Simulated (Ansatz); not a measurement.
BF3 (boron trifluoride): the energy, rung by rung

BF3: 4 atoms, total charge 0, spin state singlet. As SMILES, `FB(F)F`. The shape is that of a GFN2-xTB optimisation.

```tsv
atom	x (Å)	y (Å)	z (Å)
B	0.0001	0.0000	-0.0002
F	1.3003	-0.0277	0.0135
F	-0.6262	1.1398	-0.0173
F	-0.6742	-1.1121	0.0040
```

Quantity: the energy change with the B1–F4 bond stretched from 1.301 to 2.601 Å, in eV. The values are calculated.

```tsv
level	kind	program	value (eV)	less FCI/STO-3G	CPU time (all runs)
SVWN5/STO-3G (restricted)	LDA	Ansatz	7.50	+1.83	1.4 s
revPBE/STO-3G (restricted)	GGA	Ansatz	6.63	+0.96	2.1 s
r2SCAN/STO-3G (restricted)	meta-GGA	Ansatz	7.25	+1.58	5.3 s
r2SCAN0/STO-3G (restricted)	hybrid meta-GGA	Ansatz	8.05	+2.38	5.3 s
CAM-B3LYP/STO-3G (restricted)	range-separated hybrid	Ansatz	8.05	+2.38	2.6 s
B2PLYP/STO-3G (restricted)	double hybrid	Ansatz	7.41	+1.74	3.3 s
RPA@PBE/STO-3G (restricted)	RPA	Ansatz	5.53	-0.14	3.2 s
BCCD(T)/STO-3G (restricted)	coupled cluster or CI	Ansatz	5.62	-0.05	0.54 s
CCSDT/STO-3G (restricted)	coupled cluster or CI	Ansatz	5.70	+0.03	1.2 s
FCI/STO-3G	exact in the basis	Ansatz	5.67	0.00	37 s
```

FCI/STO-3G is exact within its basis and frozen core, so for wave-function methods in that basis the difference is their error; functionals converge differently with the basis, so for them it is only a difference. The first shape isn't each level's own minimum. The values span 5.53 to 8.05 eV. All rows use very small basis sets, so none should be taken for the real molecule's value. In so small a basis fixed costs decide the times, and correlated methods can beat functionals. Times are those of the runs behind each value, whatever else they computed, on shared processors of several kinds: orders of magnitude only.
